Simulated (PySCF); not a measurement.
TiF₃, SMILES [F][Ti+]([F])[F], charge +1, multiplicity 1.

Geometry optimised at PBE0-D3(BJ)/def2-SVP. The multiplicity is an assumed one; other spin states were not compared. The isomer is the one that the SMILES or the coordinates give; other isomers of the formula were not compared.

Two levels are set side by side: PBE/def2-TZVPD (PySCF) and B3LYP/def2-TZVPD (PySCF). Same geometry, gas phase. Differences are taken from unrounded values.

```csv
quantity,B3LYP
orbital gap (eV),7.42
highest occupied level (eV),-18.92
lowest empty level (eV),-11.49
mean polarisability (bohr³),24.6
```

Q: What does PBE give, and how far is it from B3LYP? (The exact figures need the calculation; the answer reports its results.)

A: 
```tsv
quantity	PBE	PBE minus B3LYP
orbital gap (eV)	5.22	-2.20
highest occupied level (eV)	-17.16	1.75
lowest empty level (eV)	-11.94	-0.45
mean polarisability (bohr³)	25.6	1.0
```

Without exact exchange PBE keeps part of each electron's self-repulsion, which lifts occupied levels and narrows the gap. PBE's more diffuse valence density responds more strongly to a field. Differences between two approximate levels are no errors against the true value.

Rough cost on one machine, each run with all the roots and properties that it gave: B3LYP against PBE within a factor of 2.
